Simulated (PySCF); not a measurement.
²⁹Si chemical shifts

All values are calculated (PySCF 2.14.0 with density-fitted response routines): shielding tensors at PBE0/pcSseg-1 (GIAO), GFN2-xTB geometry. One computed conformer, no solvent model, fast rotation and ring inversion assumed for equivalent nuclei, non-relativistic Hamiltonian.

Shieldings were converted by a linear fit to measured shifts: ²⁹Si (scatter 8.9 ppm rms, 25.8 ppm with the 6 outliers that the fit left out vs TMS, solution or neat liquid). Occasional misses reach two or three times the rms, and more in compound classes unlike the fitted ones.

Question: Give the ²⁹Si shifts of `FC[C@H]([SiH3])C#C[SiH2]F`, `C/N=C/CC[Si@@H](N)O[SiH3]`, `C=C[Si]1(C=O)[SiH2][SiH2][SiH2]1`, `O=CC#C[Si@H]([SiH3])[SiH2][SiH3]`, `[H]/N=C\[C@@]1([SiH3])C=CO[SiH2]1`, `CC#C[Si@H]1[SiH2][Si@@H](O)[SiH2]1`, `C=N[SiH](P)P`, `CC([SiH3])([SiH3])C(F)(F)F`, `C=C[SiH2][C@@H](C#N)O[SiH3]`, `C=CC[Si@H](C#N)O[SiH3]`.

Answer: 
```tsv
compound	environment	δ (ppm)
[F:1][CH2:2][C@H:3]([SiH3:4])[C:5]#[C:6][SiH2:7][F:8]	Si7: silicon bonded to C, F, 2 H	-31.3
[F:1][CH2:2][C@H:3]([SiH3:4])[C:5]#[C:6][SiH2:7][F:8]	Si4: silicon bonded to C, 3 H	-59.0
[CH3:1]/[N:2]=[CH:3]/[CH2:4][CH2:5][Si@@H:6]([NH2:7])[O:8][SiH3:9]	Si6: silicon bonded to C, N, O, H	-25.1
[CH3:1]/[N:2]=[CH:3]/[CH2:4][CH2:5][Si@@H:6]([NH2:7])[O:8][SiH3:9]	Si9: silicon bonded to O, 3 H	-44.1
[CH2:1]=[CH:2][Si:3]1([CH:4]=[O:5])[SiH2:6][SiH2:7][SiH2:8]1	Si3: silicon bonded to 2 C, 2 Si, in a 4-membered ring	-38.1
[CH2:1]=[CH:2][Si:3]1([CH:4]=[O:5])[SiH2:6][SiH2:7][SiH2:8]1	Si6/8: silicon bonded to 2 Si, 2 H, in a 4-membered ring (×2)	-70.7
[CH2:1]=[CH:2][Si:3]1([CH:4]=[O:5])[SiH2:6][SiH2:7][SiH2:8]1	Si7: silicon bonded to 2 Si, 2 H, in a 4-membered ring	-88.5
[O:1]=[CH:2][C:3]#[C:4][Si@H:5]([SiH3:6])[SiH2:7][SiH3:8]	Si6: silicon bonded to Si, 3 H	-94.9
[O:1]=[CH:2][C:3]#[C:4][Si@H:5]([SiH3:6])[SiH2:7][SiH3:8]	Si5: silicon bonded to C, 2 Si, H	-95.2
[O:1]=[CH:2][C:3]#[C:4][Si@H:5]([SiH3:6])[SiH2:7][SiH3:8]	Si8: silicon bonded to Si, 3 H	-101.8
[O:1]=[CH:2][C:3]#[C:4][Si@H:5]([SiH3:6])[SiH2:7][SiH3:8]	Si7: silicon bonded to 2 Si, 2 H	-109.8
[H]/[N:1]=[CH:2]\[C@@:3]1([SiH3:4])[CH:5]=[CH:6][O:7][SiH2:8]1	Si8: silicon bonded to C, O, 2 H, in a 5-membered ring	-1.5
[H]/[N:1]=[CH:2]\[C@@:3]1([SiH3:4])[CH:5]=[CH:6][O:7][SiH2:8]1	Si4: silicon bonded to C, 3 H	-54.3
[CH3:1][C:2]#[C:3][Si@H:4]1[SiH2:5][Si@@H:6]([OH:7])[SiH2:8]1	Si6: silicon bonded to O, 2 Si, H, in a 4-membered ring	11.0
[CH3:1][C:2]#[C:3][Si@H:4]1[SiH2:5][Si@@H:6]([OH:7])[SiH2:8]1	Si5/8: silicon bonded to 2 Si, 2 H, in a 4-membered ring (×2)	-73.0
[CH3:1][C:2]#[C:3][Si@H:4]1[SiH2:5][Si@@H:6]([OH:7])[SiH2:8]1	Si4: silicon bonded to C, 2 Si, H, in a 4-membered ring	-80.2
C=N[SiH](P)P	silicon bonded to N, 2 P, H	-15.0
CC([SiH3])([SiH3])C(F)(F)F	silicon bonded to C, 3 H (×2)	-55.9
[CH2:1]=[CH:2][SiH2:3][C@@H:4]([C:5]#[N:6])[O:7][SiH3:8]	Si8: silicon bonded to O, 3 H	-34.0
[CH2:1]=[CH:2][SiH2:3][C@@H:4]([C:5]#[N:6])[O:7][SiH3:8]	Si3: silicon bonded to 2 C, 2 H	-40.4
[CH2:1]=[CH:2][CH2:3][Si@H:4]([C:5]#[N:6])[O:7][SiH3:8]	Si8: silicon bonded to O, 3 H	-39.5
[CH2:1]=[CH:2][CH2:3][Si@H:4]([C:5]#[N:6])[O:7][SiH3:8]	Si4: silicon bonded to 2 C, O, H	-43.6
```
